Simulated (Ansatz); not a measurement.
`[BH2][InH][F]` + CH₃NH₂ → `C[NH][InH][F]` + BH₃ at 500 K and 1 bar (cleavage of the In–B bond).

Gas-phase electronic energies from Ansatz, PBE0-D4/def2-TZVP geometries. CCSD(T)/CBS is the MP2 limit (def2-TZVPP, def2-QZVPP) plus CCSD(T) − MP2 in def2-TZVPP, frozen cores. This one scheme is used for every species. def2 core potentials past Kr. For In outer-core shells are correlated without core-valence functions, which leaves a few kJ/mol of doubt a bond. Each species was taken in one conformer, which may not be the lowest.

| species | CCSD(T)/CBS energy (Eh) | H − E (kJ/mol) | S (J/(mol·K)) |
| --- | --- | --- | --- |
| `[BH2][InH][F]` | -316.18078 | 105.5 | 359.9 |
| CH₃NH₂ | -95.75281 | 191.8 | 270.3 |
| `C[NH][InH][F]` | -385.38945 | 203.6 | 404.3 |
| BH₃ | -26.55200 | 86.8 | 208.8 |

H − E and S are ideal-gas, rigid-rotor, harmonic terms from PBE0-D4/def2-TZVP, for one conformer and one mirror image of each species. 1 Eh = 2625.50 kJ/mol, R = 8.31446 J/(mol·K).

**Question.** By hand: ΔE, ΔH, ΔS and ΔG.

**Answer.** ΔE = (-385.38945) + (-26.55200) − (-316.18078) − (-95.75281) = -0.00786 Eh = -20.6 kJ/mol. Δ(H − E) = 203.6 + 86.8 − 105.5 − 191.8 = -6.9, so ΔH = -27.5 kJ/mol. ΔS = 404.3 + 208.8 − 359.9 − 270.3 = -17.1 J/(mol·K). ΔG = -27.5 − 500 × (-17.1)/1000 = -18.9 kJ/mol.

**Question.** By hand: the equilibrium constant, and the temperature at which ΔG would vanish if ΔH and ΔS stayed fixed.

**Answer.** log₁₀ K = −ΔG/(RT ln 10) = 2.0. ΔG = 0 at ΔH/ΔS = 1608 K, though so small a ΔS makes that figure unsure.

ΔH outweighs TΔS. A doubt of 5 kJ/mol in ΔE shifts log₁₀ K by 0.5 here. Other conformers and mirror images would add mixing entropy, several J/(mol·K) or more a flexible species. These are equilibria of isolated gas molecules and say nothing of rates. Largest T1 diagnostic: 0.016 (customary marks: 0.02 for closed shells, 0.045 for open ones).
